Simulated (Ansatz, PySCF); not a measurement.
Br₂Si, charge +1, doublet, geometry from GFN2-xTB (a state made from the parent by changing its charge; the spin is typed, not shown lowest). Base run: PySCF with B3LYP/6-31G*.

Geometry (Å):
```xyz
3

Si    -0.0152    -0.0024     0.7798
Br     1.0728    -1.6380    -0.1401
Br    -1.0667     1.6389    -0.1718
```
Charge +1, spin multiplicity 2.
Orbitals are unrestricted.
All else is at PySCF's defaults.

The same geometry, method and basis name were run in Ansatz (a first-principles code) and PySCF, at each program's defaults and at the settings that a row names. The base is PySCF at its defaults. Differences at the defaults can come from grids, fitting, cores and function types together.

```json
[
 {"code and settings": "PySCF, defaults (exact integrals, its default grid, spherical functions)", "ΔE vs base (mEh)": "0.000", "basis functions": "82", "E (Eh)": "-5436.95793", "SCF cycles": "10"},
 {"code and settings": "Ansatz, defaults (factorised integrals, its default grid, Cartesian functions)", "ΔE vs base (mEh)": "-18.912", "basis functions": "89", "E (Eh)": "-5436.97684", "SCF cycles": "-"},
 {"code and settings": "PySCF, density fitting with def2-universal-jkfit", "ΔE vs base (mEh)": "0.008", "basis functions": "82", "E (Eh)": "-5436.95792", "SCF cycles": "10"},
 {"code and settings": "PySCF, fine grid", "ΔE vs base (mEh)": "0.005", "basis functions": "82", "E (Eh)": "-5436.95792", "SCF cycles": "10"},
 {"code and settings": "Ansatz, high accuracy, Cartesian functions as the basis file defines them", "ΔE vs base (mEh)": "-18.911", "basis functions": "89", "E (Eh)": "-5436.97684", "SCF cycles": "-"}
]
```

Open shells are given as the SCF converged; they aren't shown to be the lowest states, and a large step between rows can be another state.
